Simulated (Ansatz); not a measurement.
**Reading a saddle point**

A first-order saddle point of CH₈AsB, singlet, PBE0-D4/def2-TZVP, with one imaginary mode of 848i cm⁻¹:

```tsv
atom	x (Å)	y (Å)	z (Å)
B1	0.3031	-0.2346	-0.7992
C2	0.8295	-0.5600	0.8552
H3	1.1599	0.4275	-1.3035
H4	-0.0418	-1.2818	-1.2587
H5	-0.2566	0.1859	0.2615
As6	-1.4541	0.9935	-1.0586
H7	1.6831	-1.1792	0.5807
H8	0.1539	-1.1556	1.4703
H9	1.1913	0.2990	1.4213
H10	-1.1527	2.1507	-0.1096
H11	-2.4155	0.3546	-0.0594
```

Computed with Ansatz 0.2.0 (basis: def2-TZVPP and def2-QZVPP); correlated methods freeze the cores. Filled d shells of the heavier atoms are correlated. The def2 sets are not built for correlating such inner shells, so the correlated values are less sure here. Extrapolation: Hartree–Fock as exp(−7.88 √X), correlation as X^−2.97.

(1) Which contacts change along the imaginary mode, and what lies on either side? (Judge from chemistry; the calculation decides.)

(2) Which side is lower, and how far does the saddle lie above each? (Judge from chemistry; the value comes from the calculation.)

The T1 diagnostic stays at or below 0.013. The start structure is not quite a true minimum (one mode of 81i cm⁻¹).

## Answers

(1) Computed: The step is CH₅B ([BH2][CH3]) + AsH₃ → BAsH₄ ([BH2][AsH2]) + CH₄, with the molecules in contact on both sides. Shortening one way: B1–As6, C2–H5; lengthening the same way: B1–C2, H5–As6.
| pair | one side (Å) | saddle (Å) | other side (Å) |
| --- | --- | --- | --- |
| B1–As6 | 3.09 | 2.16 | 1.98 |
| C2–H5 | 2.49 | 1.45 | 1.09 |
| B1–C2 | 1.56 | 1.77 | 3.31 |
| H5–As6 | 1.54 | 1.96 | 3.46 |

(2) The calculation gives: The side with B1–As6, C2–H5 short is lower by 29.0 kJ/mol; the saddle lies 92.0 kJ/mol above it and 63.0 kJ/mol above the other (CCSD(T) at an estimated basis limit (MP2 extrapolated from triple and quadruple zeta, plus CCSD(T) − MP2 in triple zeta); electronic energies).

Labels in which every atom is bracketed show which atoms are joined, not bond orders.

For scale, one of the runs: CCSD(T)/def2-TZVPP, 222 basis functions, launched by `ansatz run in.yaml --threads 4 --pin off --events-out ev --progress --plain --max-ram 9574MiB`. The run took 81 s on 4 CPU threads of an Arm Neoverse V2 (shared host), with 3.5 GiB of host memory at its peak.
